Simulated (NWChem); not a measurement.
The numbers come from NWChem runs, not from measurements. System: Br$_{2}$, charge 0, spin multiplicity 1, displaced from the optimised geometry. Level: PBE/def2-SVP, spin-restricted.

NWChem printed:

```
             Northwest Computational Chemistry Package (NWChem) 7.3.0
             --------------------------------------------------------

                                NWChem Input Module
                                -------------------

 Scaling coordinates for geometry "geometry" by  1.889725989
 (inverse scale =  0.529177249)

                             Geometry "geometry" -> ""
                             -------------------------

 Output coordinates in angstroms (scale by  1.889725989 to convert to a.u.)

  No.       Tag          Charge          X              Y              Z
 ---- ---------------- ---------- -------------- -------------- --------------
    1 Br                  35.0000     0.00000000     0.00000000     1.14917100
    2 Br                  35.0000     0.00000000     0.00000000    -1.37900500

 Effective nuclear repulsion energy (a.u.)     256.4070420828

            Nuclear Dipole moment (a.u.)
            ----------------------------
        X                 Y               Z
 ---------------- ---------------- ----------------
     0.0000000000     0.0000000000   -15.2013149001


 Summary of "ao basis" -> "" (spherical)
 ------------------------------------------------------------------------------
       Tag                 Description            Shells   Functions and Types
 ---------------- ------------------------------  ------  ---------------------
 *                          def2-svp                  on all atoms

  pbe96 is a nonlocal functional; adding pw91lda local functional.

                                 NWChem DFT Module
                                 -----------------

 Summary of "ao basis" -> "ao basis" (spherical)
 ------------------------------------------------------------------------------
       Tag                 Description            Shells   Functions and Types
 ---------------- ------------------------------  ------  ---------------------
 Br                         def2-svp                12       32   5s4p3d

 Summary of "ao basis" -> "ao basis" (spherical)
 ------------------------------------------------------------------------------
       Tag                 Description            Shells   Functions and Types
 ---------------- ------------------------------  ------  ---------------------
 Br                         def2-svp                12       32   5s4p3d

            General Information
            -------------------
          SCF calculation type: DFT
          Wavefunction type:  closed shell.
          No. of atoms     :     2
          No. of electrons :    70
           Alpha electrons :    35
            Beta electrons :    35
          Charge           :     0
          Spin multiplicity:     1
          Use of symmetry is: off; symmetry adaption is: off
          Maximum number of iterations: 100
          AO basis - number of functions:    64
                     number of shells:    24
          Convergence on energy requested:  1.00D-06
          Convergence on density requested:  1.00D-05
          Convergence on gradient requested:  5.00D-04

              XC Information
              --------------
          PerdewBurkeErnzerhof Exchange Functional  1.000
            Perdew 1991 LDA Correlation Functional  1.000 local
           PerdewBurkeErnz. Correlation Functional  1.000 non-local

             Grid Information
             ----------------
          Grid used for XC integration:  medium
          Radial quadrature: Mura-Knowles
          Angular quadrature: Lebedev.
          Tag              B.-S. Rad. Rad. Pts. Rad. Cut. Ang. Pts.
          ---              ---------- --------- --------- ---------
          Br                  1.15      112           8.0       590
          Grid pruning is: on
          Number of quadrature shells:   224
          Spatial weights used:  Erf1

          Convergence Information
          -----------------------
          Convergence aids based upon iterative change in
          total energy or number of iterations.
          Levelshifting, if invoked, occurs when the
          HOMO/LUMO gap drops below (HL_TOL):  1.00D-02
          DIIS, if invoked, will attempt to extrapolate
          using up to (NFOCK): 10 stored Fock matrices.
[...]
                    Damping( 0%)  Levelshifting(0.5)       DIIS
                  --------------- ------------------- ---------------
          dE  on:    start            ASAP                start
          dE off:    2 iters        100 iters           100 iters

      Screening Tolerance Information
      -------------------------------
          Density screening/tol_rho:  1.00D-10
          AO Gaussian exp screening on grid/accAOfunc:  14
          CD Gaussian exp screening on grid/accCDfunc:  20
          XC Gaussian exp screening on grid/accXCfunc:  20
          Schwarz screening/accCoul:  1.00D-08

      Superposition of Atomic Density Guess
      -------------------------------------

 Sum of atomic energies:       -5144.17161704

      Non-variational initial energy
      ------------------------------

 Total energy =   -5144.047412
 1-e energy   =   -7676.036500
 2-e energy   =    2275.582046
 HOMO         =      -0.341525
 LUMO         =      -0.191196

------------------------------------------------------------
EAF file 0: "./mol.aoints.0" size=524288 bytes
------------------------------------------------------------
               write      read    awrite     aread      wait
               -----      ----    ------     -----      ----
     calls:        1         0         0         0         0
   data(b): 5.24e+05  0.00e+00  0.00e+00  0.00e+00
   time(s): 0.00e+00  0.00e+00  0.00e+00  0.00e+00  0.00e+00
rate(mb/s): 0.00e+00  0.00e+00
------------------------------------------------------------

   convergence    iter        energy       DeltaE   RMS-Dens  Diis-err    time
 ---------------- ----- ----------------- --------- --------- ---------  ------
 d= 0,ls=0.0,diis     1  -5146.8712171860 -5.40D+03  1.06D-02  3.74D-01     0.7
 d= 0,ls=0.0,diis     2  -5146.8863770529 -1.52D-02  4.80D-03  8.79D-02     0.8
 d= 0,ls=0.0,diis     3  -5146.8934224948 -7.05D-03  1.85D-03  1.87D-02     0.9
 d= 0,ls=0.0,diis     4  -5146.8962137830 -2.79D-03  2.75D-04  9.17D-04     1.0
 d= 0,ls=0.0,diis     5  -5146.8963115491 -9.78D-05  4.47D-05  7.96D-06     1.1
 d= 0,ls=0.0,diis     6  -5146.8963121332 -5.84D-07  8.28D-06  7.12D-08     1.2

         Total DFT energy =    -5146.896312133247
      One electron energy =    -7673.630159834301
           Coulomb energy =     2452.131034776516
    Exchange-Corr. energy =     -181.804229158225
 Nuclear repulsion energy =      256.407042082763

 Numeric. integr. density =       70.000000075760

     Total iterative time =      0.9s

                       DFT Final Molecular Orbital Analysis
                       ------------------------------------

 Vector   33  Occ=2.000000D+00  E=-3.048488D-01
              MO Center= -1.8D-08, -1.8D-08, -1.2D-01, r^2= 2.8D+00
   Bfn.  Coefficient  Atom+Function         Bfn.  Coefficient  Atom+Function
  ----- ------------  ---------------      ----- ------------  ---------------
    15      0.293524  1 Br px                47      0.293754  2 Br px
    16      0.283685  1 Br py                48      0.283908  2 Br py
    12      0.269057  1 Br px                44      0.269285  2 Br px
    13      0.260038  1 Br py                45      0.260259  2 Br py
     9     -0.178763  1 Br px                41     -0.178909  2 Br px

 Vector   34  Occ=2.000000D+00  E=-2.552393D-01
              MO Center=  3.8D-10,  6.9D-10, -1.1D-01, r^2= 3.1D+00
   Bfn.  Coefficient  Atom+Function         Bfn.  Coefficient  Atom+Function
  ----- ------------  ---------------      ----- ------------  ---------------
    16      0.319671  1 Br py                48     -0.319442  2 Br py
    15     -0.310926  1 Br px                47      0.310703  2 Br px
    13      0.293820  1 Br py                45     -0.293635  2 Br py
    12     -0.285782  1 Br px                44      0.285602  2 Br px
    10     -0.191372  1 Br py                42      0.191245  2 Br py

 Vector   35  Occ=2.000000D+00  E=-2.552393D-01
              MO Center= -1.9D-08, -1.8D-08, -1.1D-01, r^2= 3.1D+00
   Bfn.  Coefficient  Atom+Function         Bfn.  Coefficient  Atom+Function
  ----- ------------  ---------------      ----- ------------  ---------------
    15      0.319671  1 Br px                47     -0.319442  2 Br px
    16      0.310926  1 Br py                48     -0.310703  2 Br py
    12      0.293820  1 Br px                44     -0.293635  2 Br px
    13      0.285782  1 Br py                45     -0.285602  2 Br py
     9     -0.191373  1 Br px                41      0.191245  2 Br px

 Vector   36  Occ=0.000000D+00  E=-2.065520D-01
              MO Center=  1.4D-09,  1.9D-09, -1.1D-01, r^2= 3.4D+00
   Bfn.  Coefficient  Atom+Function         Bfn.  Coefficient  Atom+Function
  ----- ------------  ---------------      ----- ------------  ---------------
    17      0.541429  1 Br pz                49      0.541342  2 Br pz
    14      0.440268  1 Br pz                46      0.440203  2 Br pz
    11     -0.281256  1 Br pz                43     -0.281206  2 Br pz
     4     -0.176815  1 Br s                 36      0.176869  2 Br s
     3      0.101928  1 Br s                 35     -0.101956  2 Br s

 Vector   37  Occ=0.000000D+00  E= 2.422701D-01
              MO Center=  3.7D-08,  3.9D-08, -1.2D-01, r^2= 4.5D+00
   Bfn.  Coefficient  Atom+Function         Bfn.  Coefficient  Atom+Function
  ----- ------------  ---------------      ----- ------------  ---------------
     4      1.438257  1 Br s                 36      1.438798  2 Br s
     5     -1.265109  1 Br s                 37     -1.265706  2 Br s
     3     -0.426127  1 Br s                 35     -0.426266  2 Br s
    17     -0.107742  1 Br pz                49      0.107723  2 Br pz
    30      0.106872  1 Br d  0              62      0.106921  2 Br d  0

 Vector   38  Occ=0.000000D+00  E= 3.194940D-01
              MO Center=  4.1D-08,  4.0D-08, -1.1D-01, r^2= 4.9D+00
   Bfn.  Coefficient  Atom+Function         Bfn.  Coefficient  Atom+Function
  ----- ------------  ---------------      ----- ------------  ---------------
     5     -1.612217  1 Br s                 37      1.611706  2 Br s
     4      1.486066  1 Br s                 36     -1.485454  2 Br s
     3     -0.393256  1 Br s                 35      0.393065  2 Br s
    14      0.202274  1 Br pz                46      0.202266  2 Br pz
    30      0.145172  1 Br d  0              62     -0.145309  2 Br d  0

 center of mass
 --------------
 x =   0.00000000 y =   0.00000000 z =  -0.21716164

 moments of inertia (a.u.)
 ------------------
         912.050193419233           0.000000000000           0.000000000000
           0.000000000000         912.050193419233           0.000000000000
           0.000000000000           0.000000000000           0.000000000000

     Multipole analysis of the density
     ---------------------------------

     L   x y z        total         alpha         beta         nuclear
     -   - - -        -----         -----         ----         -------
     0   0 0 0     -0.000000    -35.000000    -35.000000     70.000000

     1   1 0 0      0.000000      0.000000      0.000000      0.000000
     1   0 1 0      0.000000      0.000000      0.000000      0.000000
     1   0 0 1      0.001196      7.601255      7.601255    -15.201315

     2   2 0 0    -27.467070    -13.733535    -13.733535      0.000000
     2   1 1 0     -0.000000     -0.000000     -0.000000      0.000000
     2   1 0 1     -0.000000     -0.000000     -0.000000      0.000000
     2   0 2 0    -27.467070    -13.733535    -13.733535      0.000000
     2   0 1 1      0.000000      0.000000      0.000000      0.000000
     2   0 0 2    -22.988306   -212.864161   -212.864161    402.740016

 Task  times  cpu:        1.2s     wall:        1.2s

 Total times  cpu:        1.2s     wall:        1.2s
```

Write an NWChem input that would produce this output.

One answer among several that fit: 
```
start mol
memory heap 200 mb stack 900 mb global 1100 mb
geometry units angstroms nocenter noautoz noautosym
  Br     0.000000     0.000000     1.149171
  Br     0.000000     0.000000    -1.379005
end
basis spherical
  * library def2-svp
end
dft
  xc xpbe96 cpbe96
  semidirect memsize 60000000 filesize 0
  iterations 100
end
task dft energy
```
